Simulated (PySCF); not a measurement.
CH10O2Si3, SMILES C[Si@H](O)O[SiH2][SiH3]. Coordinates come from a B3LYP-D3(BJ)/def2-SVP optimisation. The structure was generated by enumeration; whether it is a known compound was not checked. Other conformers were not sampled.

Computed equilibrium geometry at B3LYP-D3(BJ)/def2-SVP (PySCF confirms it by a frequency run) as a Z-matrix (one conformer of several):
```
O
Si 1 1.6642
Si 1 1.6705 2 138.94
O 2 1.6722 1 109.34 3 30.68
H 4 0.9647 2 117.81 1 73.60
H 2 1.4820 1 109.75 3 -83.47
H 3 1.4918 1 108.04 2 -147.74
H 3 1.4941 7 108.04 1 119.06
C 2 1.8644 6 113.00 4 -122.62
H 9 1.1017 2 111.13 6 58.31
H 9 1.1019 10 108.24 2 121.45
H 9 1.1026 10 108.42 11 116.40
Si 3 2.3571 7 109.88 8 120.20
H 13 1.4893 3 112.11 7 -170.75
H 13 1.4949 14 109.42 4 56.98
H 13 1.4961 14 108.58 15 117.29
```
Charge 0, spin multiplicity 1.
